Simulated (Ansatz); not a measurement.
Reaction (formal exchange of groups at the Si–S bond): `CS[SiH2][SiH3]` + `N=CO` → `N=C(O)[SiH2][SiH3]` + CH₃SH

Program: Ansatz. Geometries: PBE0-D4/def2-TZVP. ΔE: electronic, gas phase. CCSD(T)/CBS adds triple-zeta CCSD(T) − MP2 to the extrapolated MP2 energy (def2 sets, frozen cores). This one scheme is used for every species. One conformer a species, not always the lowest.

`CS[SiH2][SiH3]`:

Z-matrix (Å, degrees):
```
C
S 1 1.816
H 1 1.090 2 111.0
H 1 1.090 2 111.0 3 -122.6
H 1 1.090 2 106.8 3 118.7
Si 2 2.128 1 100.1 3 61.3
Si 6 2.338 2 107.2 1 -179.9
H 6 1.491 2 110.5 1 -59.0
H 6 1.491 2 110.5 1 59.2
H 7 1.486 6 110.2 2 -59.9
H 7 1.488 6 109.4 2 -179.7
H 7 1.486 6 110.2 2 60.6
```

`N=CO`:

Z-matrix (Å, degrees):
```
C
O 1 1.336
N 1 1.258 2 122.1
H 1 1.092 2 110.5 3 -180.0
H 2 0.968 1 106.6 3 -0.0
H 3 1.014 1 111.3 2 180.0
```

`N=C(O)[SiH2][SiH3]`:

Cartesian coordinates in Å:
```
N -0.511 0.658 2.348
C -0.762 0.440 1.128
O -1.916 -0.166 0.788
Si 0.324 0.835 -0.385
Si 0.847 -1.139 -1.527
H 0.385 1.118 2.475
H -2.395 -0.335 1.615
H -0.405 1.779 -1.273
H 1.543 1.502 0.144
H 1.482 -2.104 -0.590
H -0.388 -1.741 -2.090
H 1.797 -0.846 -2.633
```

CH₃SH:

Cartesian coordinates in Å:
```
C -0.082 0.169 0.454
S 0.623 -0.952 -0.774
H 0.270 1.190 0.312
H 0.265 -0.186 1.424
H -1.171 0.141 0.443
H 0.096 -0.363 -1.858
```

| species | HF/def2-QZVPP energy (Eh) |
| --- | --- |
| `CS[SiH2][SiH3]` | -1018.01914 |
| `N=CO` | -168.99821 |
| `N=C(O)[SiH2][SiH3]` | -749.22501 |
| CH₃SH | -437.76589 |

Work out ΔE.

ΔE = (-749.22501) + (-437.76589) − (-1018.01914) − (-168.99821) = 0.02645 Eh = +69.4 kJ/mol. CCSD(T)/CBS gives +66.9 kJ/mol.

Largest T1 diagnostic among the species: 0.015.

From PBE to PBE0 (25 % exact exchange), in def2-TZVPP and without D4, ΔE moves by +3.6 kJ/mol.
